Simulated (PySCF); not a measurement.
PySCF job for PGMEA (C6H12O3), SMILES COCC(C)OC(=O)C, HF/pcSseg-1. Geometry optimised at B3LYP-D3(BJ)/def2-SVP. Other conformers were not sampled.

```python
import numpy as np
from pyscf import gto, scf, dft
from pyscf.prop.nmr import rhf as nmr

mol = gto.M(
    atom='''
    C     3.35145951    1.02523292    0.04493532
    O     2.36564551    0.06876185    0.32451680
    C     1.12206796    0.35116386   -0.26118586
    C     0.14024166   -0.74146546    0.15238269
    C     0.56769384   -2.12736842   -0.28771276
    O    -1.13242367   -0.46184967   -0.46733136
    C    -1.97330929    0.38326926    0.16521757
    C    -3.25973513    0.53313213   -0.60795054
    O    -1.71506990    0.93327458    1.20686538
    H     3.06657346    2.03159741    0.41264084
    H     3.55307167    1.10542484   -1.04274604
    H     4.27644240    0.71445258    0.55171939
    H     1.19557606    0.37826706   -1.36953316
    H     0.73759304    1.33316991    0.07704592
    H     0.01446959   -0.69361321    1.24430407
    H    -0.15195919   -2.88436767    0.05762469
    H     0.63159351   -2.18126509   -1.38609760
    H     1.55750675   -2.35252421    0.13241538
    H    -3.04489673    0.90275000   -1.62215585
    H    -3.92568052    1.22908416   -0.08475814
    H    -3.74601677   -0.44825534   -0.71698450
    ''',
    basis='pcSseg-1',
    charge=0,
    spin=0,
    max_memory=1600,
    verbose=3,
)
mf = scf.RHF(mol).density_fit(auxbasis='def2-universal-jkfit')
mf.conv_tol = 1e-10
mf.max_cycle = 100
mf.kernel()
n = nmr.NMR(mf)
n.verbose = 2
n.max_cycle_cphf = 60
sigma = n.kernel()
print('atom   isotropic/ppm   span/ppm')
for i, s in enumerate(sigma):
    w = np.linalg.eigvalsh((s + s.T) / 2)
    print(f'{mol.atom_symbol(i):2s}{i + 1:3d} {w.mean():14.3f} {w[2] - w[0]:11.3f}')
```

It prints:

```
converged SCF energy = -458.719395087632
atom   isotropic/ppm   span/ppm
C   1        136.540      76.224
O   2        343.787      50.652
C   3        123.688      68.714
C   4        127.575      68.919
C   5        172.069      25.331
O   6        148.622     287.626
C   7         11.347     191.942
C   8        167.849      48.981
O   9       -106.515     725.330
H  10         28.682      10.420
H  11         28.768      10.414
H  12         28.102      11.492
H  13         29.256       6.768
H  14         28.418       8.381
H  15         27.218       5.361
H  16         30.387      11.499
H  17         30.572       9.111
H  18         30.054      11.497
H  19         29.617       8.846
H  20         29.800      10.842
H  21         29.505       9.090
```

Self-consistency was reached.

Cost: very roughly 2.1 core-minutes.
